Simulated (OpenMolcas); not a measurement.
## O5+: RASPT2 settings compared

| Quantity | Value |
| --- | --- |
| Program | OpenMolcas 26.06 |
| Basis | ANO-L-VQZP [5s4p3d2f] |
| Scalar Hamiltonian | non-relativistic, point nucleus |
| Active space | 1 electron in 9 orbitals (RAS2 2s 2p; RAS3 3d, at most 1 electron) |
| State averaging | 2S+1 = 2 even, 1 root; 2S+1 = 2 odd, 3 roots |
| Spin-orbit coupling | RASSI with atomic mean-field integrals over the reference wave functions, term energies averaged over their components |

Methods on the same reference wave functions:
A. RASSCF
B. SS-RASPT2, IPEA 0.15 Eh, imaginary shift 0.5 Eh (closed shells correlated: 1s)
C. XMS-RASPT2, IPEA 0.35 Eh, sigma1 regulariser 0.05 Eh (closed shells correlated: 1s)

Energies in eV above 2s ²S_1/2, the measured ground level; measured values from Moore, Selected Tables of Atomic Spectra, NSRDS-NBS 3, section 8.

| Level | A | B | C | Measured |
| --- | --- | --- | --- | --- |
| 2s ²S_1/2 | 0.0000 | 0.0000 | 0.0000 | 0.0000 |
| 2p ²P°_1/2 | 11.9681 | 11.911 | 11.910 | 11.9490 |
| 2p ²P°_3/2 | 12.0311 | 11.974 | 11.973 | 12.0150 |

Deviations, from unrounded energies. A percentage is the sum of absolute deviations over the sum of measured energies, with the sign that they share, or ± where signs differ.

```json
{"Against measurement": "mean absolute deviation (cm-1)", "Levels": "2", "A": "140", "B": "320", "C": "330"}
{"Against measurement": "other configurations (%)", "Levels": "2", "A": "+0.1", "B": "-0.3", "C": "-0.3"}
```

A lies closest to measurement on these levels and C furthest from it. The largest miss of A in the table is 2p ²P°_1/2, by +150 cm-1. The ranking rests on the paired levels alone, and a cruder setting can come out closer through cancelling errors.

Between B and C the level of the table that moves most is 2p ²P°_1/2, by 7.3 cm-1 (lowest in C, highest in B).

The lowest spin-free term lies below A's lowest term by 0.006 hartree in B, 0.006 hartree in C.

With one active electron outside closed inactive shells, the extra shells (3d) add no correlation to the reference. With one active electron the reference holds no correlation, so core polarisation is missing (holds for A). With one active electron, CASPT2 adds the correlation within the correlated inactive shells and between them and that electron, and leaves the splitting within a term as the reference gives it (holds for B; C). Computed and measured levels are paired by configuration, term and J; levels that our copy of the source lacks, or whose pairing is in doubt (as where it misses far off the trend of its configuration), stay unpaired and out of the deviations. Only configurations of the active space appear.

° marks odd parity.
